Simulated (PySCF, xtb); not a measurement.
CH₈FNOSi₂, SMILES C[SiH2]O[Si@@H](N)F. Other conformers were not sampled.

Harmonic wavenumbers (cm⁻¹) from GFN2-xTB (xtb 6.7.1) at its own minimum, in rising order: 4, 41, 54, 109, 174, 183, 244, 260, 327, 473, 503, 552, 623, 662, 695, 711, 766, 774, 783, 823, 838, 870, 933, 1103, 1372, 1480, 1482, 1509, 2212, 2247, 2364, 3029, 3033, 3044, 3495, 3532.

### Question
What does PBE-D3(BJ)/def2-SVP (PySCF) give at its own minimum? (Estimate from the structure and the level; the computed values follow.)

### Answer
42, 48, 90, 169, 180, 213, 288, 324, 380, 418, 486, 601, 676, 714, 740, 746, 785, 816, 854, 871, 914, 933, 949, 1031, 1217, 1374, 1390, 1485, 2149, 2176, 2223, 2977, 3081, 3085, 3494, 3591. Paired by order, the mean absolute difference is 53 cm⁻¹ and the zero-point energies are 59.0 and 59.3 kcal/mol.
